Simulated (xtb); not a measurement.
AlBr3 (SMILES [Br][Al]([Br])[Br]), singlet, geometry from GFN2-xTB (such geometries of metal compounds can be far from the true shape); xtb 6.7.1 with GFN2-xTB.

The xtb input:
```
$ xtb mol.xyz --gfn 2 --hess --json

# file mol.xyz
4

Al    -0.00000000    -0.00000000     0.00000000
Br    -1.79907489    -1.33890033    -0.10448629
Br    -0.01545118     1.98485471    -1.04897808
Br     1.81452607    -0.64595437     1.15346437
```

Output, abridged:

```
   ID    Z sym.   atoms
    1   13 Al     1
    2   35 Br     2-4

           -------------------------------------------------
          |                Calculation Setup                |
           -------------------------------------------------

           -------------------------------------------------
          |                 G F N 2 - x T B                 |
           -------------------------------------------------

          ...................................................
          :                      SETUP                      :
          :.................................................:
          :  # basis functions                  40          :
          :  # atomic orbitals                  36          :
          :  # shells                           12          :
          :  # electrons                        24          :
          :  max. iterations                   250          :
          :  Hamiltonian                  GFN2-xTB          :
          :  restarted?                      false          :
          :  GBSA solvation                  false          :
          :  PC potential                    false          :
          :  electronic temp.          300.0000000     K    :
          :  accuracy                    1.0000000          :
          :  -> integral cutoff          0.2500000E+02      :
          :  -> integral neglect         0.1000000E-07      :
          :  -> SCF convergence          0.1000000E-05 Eh   :
          :  -> wf. convergence          0.1000000E-03 e    :
          :  Broyden damping             0.4000000          :
          :  net charge                          0          :
          :  unpaired electrons                  0          :
          ...................................................

 iter      E             dE          RMSdq      gap      omega  full diag
   1    -13.4635603 -0.134636E+02  0.171E+01    5.09       0.0  T
   2    -13.5316834 -0.681231E-01  0.129E+01    3.93       1.0  T
   3    -13.4997900  0.318934E-01  0.580E+00    5.04       1.0  T
   4    -13.5504525 -0.506625E-01  0.219E+00    4.13       1.0  T
   5    -13.5451769  0.527557E-02  0.404E+00    4.45       1.0  T
   6    -13.5498810 -0.470410E-02  0.145E+00    4.11       1.0  T
   7    -13.5501796 -0.298553E-03  0.966E-01    4.40       1.0  T
   8    -13.5521999 -0.202033E-02  0.286E-01    4.23       1.0  T
   9    -13.5522511 -0.511631E-04  0.505E-02    4.26       1.0  T
[...]
         :: total energy             -13.514880727471 Eh    ::
[...]
          :.................................................:

    mode    ω/cm⁻¹     T·S(HO)/kcal·mol⁻¹    T·S(FR)/kcal·mol⁻¹   T·S(vib)
   ------------------------------------------------------------------------
       1     73.80    -1.20729 ( 82.60%)    -0.94112 ( 17.40%)    -1.16098
       2     73.81    -1.20727 ( 82.60%)    -0.94111 ( 17.40%)    -1.16096
       3    168.60    -0.73076 ( 99.23%)    -0.69642 (  0.77%)    -0.73050
       4    240.77    -0.53582 ( 99.81%)    -0.59088 (  0.19%)    -0.53593
   ------------------------------------------------------------------------

   temp. (K)  partition function   enthalpy   heat capacity  entropy
                                   cal/mol     cal/K/mol   cal/K/mol   J/K/mol
 298.15  VIB   33.8                 1925.214      9.543     13.142
         ROT  0.267E+06              888.752      2.981     27.814
         INT  0.903E+07             2813.966     12.524     40.956
         TR   0.421E+28             1481.254      4.968     42.623
         TOT                        4295.2201    17.4921    83.5787   349.6931

       T/K    H(0)-H(T)+PV         H(T)/Eh          T*S/Eh         G(T)/Eh
   ------------------------------------------------------------------------
    298.15    0.684487E-02    0.106006E-01    0.397109E-01   -0.291104E-01
   ------------------------------------------------------------------------

         :::::::::::::::::::::::::::::::::::::::::::::::::::::
         ::                  THERMODYNAMIC                  ::
         :::::::::::::::::::::::::::::::::::::::::::::::::::::
         :: total free energy         -13.543991090343 Eh   ::
         ::.................................................::
         :: total energy              -13.514880727471 Eh   ::
         :: zero point energy           0.003755688140 Eh   ::
         :: G(RRHO) w/o ZPVE           -0.032866051013 Eh   ::
         :: G(RRHO) contrib.           -0.029110362872 Eh   ::
         :::::::::::::::::::::::::::::::::::::::::::::::::::::

           -------------------------------------------------
          | TOTAL ENERGY              -13.514880727471 Eh   |
          | TOTAL ENTHALPY            -13.504280170468 Eh   |
          | TOTAL FREE ENERGY         -13.543991090343 Eh   |
          | GRADIENT NORM               0.000002923229 Eh/α |
          | HOMO-LUMO GAP               4.250283774648 eV   |
           -------------------------------------------------

normal termination of xtb
```
